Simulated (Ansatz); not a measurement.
System: CH$_{9}$Si$_{3}$ (charge 0, doublet). It need not be the lowest isomer of its formula. 
Geometry from a B3LYP-D3(BJ)/def2-TZVP (Ansatz, a first-principles code) optimisation:
SMILES: C[Si]([SiH3])[SiH3]
```xyz
13

C      0.0900     2.1676    -0.4354
Si     0.0311     0.2774    -0.5219
Si     1.9230    -0.7481     0.3796
Si    -1.9932    -0.6185     0.2150
H      1.0073     2.5498    -0.8858
H      0.0575     2.5050     0.6041
H     -0.7590     2.6083    -0.9600
H      2.1113    -0.4271     1.8203
H      3.1408    -0.3020    -0.3432
H      1.7987    -2.2195     0.2439
H     -2.2800    -0.2818     1.6357
H     -1.9554    -2.0953     0.0861
H     -3.1140    -0.0950    -0.6061
```
Charge 0, spin multiplicity 2.

Total electronic energies in hartree. Correlated levels leave the core frozen unless marked. UHF or UKS for open shells. No spin-orbit coupling. Non-relativistic. CBS marks a two-point X^-3 extrapolation of the correlation energy; Hartree-Fock from the larger set. [CCSD(T)-MP2]/basis is that difference in the basis named.

```json
[
 {"level": "HF/cc-pV(Q+d)Z", "program": "Ansatz", "energy (Eh)": "-909.94695"},
 {"level": "SVWN5/def2-TZVPD", "program": "Ansatz", "energy (Eh)": "[?]"},
 {"level": "BLYP/def2-TZVPD", "program": "Ansatz", "energy (Eh)": "-911.94477"},
 {"level": "revPBE-D3(BJ)/def2-TZVPD", "program": "Ansatz + dftd3", "energy (Eh)": "-911.83263"},
 {"level": "B2GP-PLYP/def2-TZVPD", "program": "Ansatz", "energy (Eh)": "[?]"},
 {"level": "B2PLYP-D3(BJ)/def2-TZVPD", "program": "Ansatz + dftd3", "energy (Eh)": "-911.58508"},
 {"level": "MP2/6-31G*", "program": "Ansatz", "energy (Eh)": "-910.17732"},
 {"level": "RI-MP2/cc-pV(T+d)Z", "program": "Ansatz", "energy (Eh)": "-910.47317"},
 {"level": "SCS-MP2/6-31G", "program": "Ansatz", "energy (Eh)": "-909.94663"},
 {"level": "SCS-MP2/cc-pV(Q+d)Z", "program": "Ansatz", "energy (Eh)": "-910.55253"},
 {"level": "CCSD/cc-pV(T+d)Z", "program": "Ansatz", "energy (Eh)": "-910.54853"},
 {"level": "CCSD(T)/cc-pV(D+d)Z", "program": "Ansatz", "energy (Eh)": "-910.41797"},
 {"level": "CCSD(T)/cc-pVTZ", "program": "Ansatz", "energy (Eh)": "-910.56477"},
 {"level": "RI-MP2/CBS(cc-pV(T+d)Z,cc-pV(Q+d)Z)+[CCSD(T)-MP2]/cc-pV(T+d)Z", "program": "Ansatz", "energy (Eh)": "-910.6478"},
 {"level": "CCSD(T)/CBS(cc-pV(T+d)Z,cc-pV(Q+d)Z)", "program": "Ansatz", "energy (Eh)": "-910.6398"}
]
```

Q: What belongs in the gaps?

A: 
- SVWN5/def2-TZVPD, energy (Eh): -908.08433
- B2GP-PLYP/def2-TZVPD, energy (Eh): -911.43921
